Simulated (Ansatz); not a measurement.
Basis sets over 5 cases of the atomisation energy at HF with Ansatz (Ga to Br present), each against its own reference: (a) the value in aug-cc-pV5Z; (b) the value in pcseg-4 (pcseg sets are built for DFT). By their distance from other large sets or by the extrapolation step the references are unsure by up to roughly 0.20 kcal/mol. B3LYP-D3(BJ)/def2-TZVP geometries; electronic energies; unrestricted open shells; no added dispersion term; no relativity. Cartesian d functions in some cases of 6-31G*, 6-31G**, 6-311G**. (X+d) sets on Al to Cl for cc-pVXZ and aug-cc-pVXZ. 

Cases are drawn at random; left out are references unsure by over 0.67 kcal/mol, doubtful singlets, and cases whose largest runs show a restricted determinant unstable towards unrestricted orbitals, <S^2> over 0.1 too high or, where CCSD(T) ran, T1 over 0.025 (0.045 for open shells). Sets are drawn from those converged to one state in every case.

Cases (SMILES) and reference values:
- Br[C] (C-Br) → Br atom + C atom: 38.31 kcal/mol (b)
- [Ge][Cl] (Cl-Ge) → Cl atom + Ge atom: 63.49 kcal/mol (b)
- [GeH3] (GeH3) → Ge atom + 3 H atom: 156.07 kcal/mol (a)
- [SeH] (SeH) → H atom + Se atom: 52.17 kcal/mol (a)
- [Ge]=[S] (S-Ge) (closed-shell singlet) → Ge atom + S atom: 74.84 kcal/mol (a)

```
basis        functions over pcseg-0 (largest species, mean of cases)  mean signed deviation (kcal/mol)  mean absolute  largest  within 2 kcal/mol
-----------  -------------------------------------------------------  --------------------------------  -------------  -------  -----------------
pcseg-0                                                          1.0                            -21.24          21.24    28.66             0 of 5
pcseg-1                                                          1.3                             -2.80           2.80     4.70             2 of 5
cc-pVDZ                                                          1.4                             -2.46           2.46     3.52             1 of 5
6-31G*                                                           1.5                             -3.66           3.66     5.10             0 of 5
6-31G**                                                          1.6                             -2.53           2.53     3.90             2 of 5
aug-pcseg-1                                                      1.9                             -1.92           1.92     3.23             2 of 5
aug-cc-pVDZ                                                      2.0                             -1.63           1.63     2.58             4 of 5
6-311G**                                                         2.1                             -2.22           2.22     3.27             2 of 5
pcseg-2                                                          2.4                             -0.75           0.75     1.29             5 of 5
cc-pV5Z                                                          6.8                             -0.05           0.05     0.12             5 of 5
```

Among the sets for which every case ran a larger relative (same family, alike in diffuse functions, listed or not), the smallest listed that holds all cases within 2 kcal/mol together with them is pcseg-2, at 2.4 times the functions of pcseg-0. Inside, though some case ran no larger relative to test it: cc-pV5Z. Largest deviations of relatives not listed, over the cases that ran them: pcseg-3 0.14, pcseg-4 0.54 kcal/mol. These figures hold for the cases listed.

Ansatz is a program for electronic structure.
